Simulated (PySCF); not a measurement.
# Unknown: peak-picked proton spectrum

Formula C7H4FNO. The spectrum was simulated from the full spin Hamiltonian at 90 MHz with 0.8 Hz Lorentzian lines, from shifts rounded to 0.01 ppm and J to 0.1 Hz, couplings under 1 Hz left out.

Maxima in Hz from TMS (height), grouped by integral:
4H: 639.5 (2), 636.2 (2), 635.2 (4), 634.2 (6), 631.6 (7), 629.2 (100), 628.9 (100), 627.0 (12), 624.2 (57), 622.9 (29), 621.5 (57), 618.8 (8), 614.0 (3), 611.5 (5), 610.5 (3)

13C{1H} NMR (computed): δ 166.4 (C, d, J = 316.2 Hz), 130.6 (C), 130.1 (CH, d, J = 5.3 Hz), 121.7 (C), 119.3 (CH, d, J = 20.8 Hz).

[PySCF 2.14: PBE0-D3(BJ)/def2-SVP structure; NMR shieldings at PBE/pcSseg-1/GIAO; couplings computed with B3LYP/pcJ-1 (spin–dipole term only in couplings to heteroatoms); relativity neglected; no solvent; averaged over atoms made equivalent by symmetry, fast rotation or ring inversion; single conformer]

Chemical shifts δ = σref − σ; TMS for 1H, 13C, all at this level.

Question: Analyse the multiplets.

Answer: 1H NMR (90 MHz, computed): δ 6.99 (m, 2H), 6.92 (m, 2H). These are first-order names from the parameters used; overlap and second-order distortion can hide them in the list.

Question: What is the compound?

Answer: `InChI=1S/C7H4FNO/c8-6-1-3-7(4-2-6)9-5-10/h1-4H`.

Numbering as in the mapped SMILES `[O:1]=[C:2]=[N:3][c:4]1[cH:5][cH:6][c:7]([F:8])[cH:9][cH:10]1`. Hydrogens are named by the atom that carries them.

- δ 6.99: H(C5)/H(C10), hydrogen on an aromatic CH, coupled to H(C6)/H(C9) (9.9 Hz), F8 (4.3 Hz).
- δ 6.92: H(C6)/H(C9), hydrogen on an aromatic CH, coupled to H(C5)/H(C10) (9.9 Hz), F8 (8.1 Hz).

This is the structure that produced the data.

C–F couplings over four or more bonds (about 3 Hz to the para carbon of a fluoroarene) are left out. Common functionals overestimate the size of one-bond C–F couplings by tens of Hz; these are unscaled. Multiplet labels drop couplings under 1 Hz and merge nearly equal ones. Couplings among chemically equivalent protons are left out too, so labels in AA′BB′ or AA′XX′ sets are apparent multiplicities. Unscaled 3J(H,H) at this level run about 10 % above measured values. Shifts are as computed. Against solution values, carbons near 30 ppm lie about +2 ppm off and those near 130 ppm about +2 ppm. Of 1211 compounds with measured shifts, 218 miss one by over three times the rms of a fit or turn the order of signals round; such compounds aren't used in these exercises.
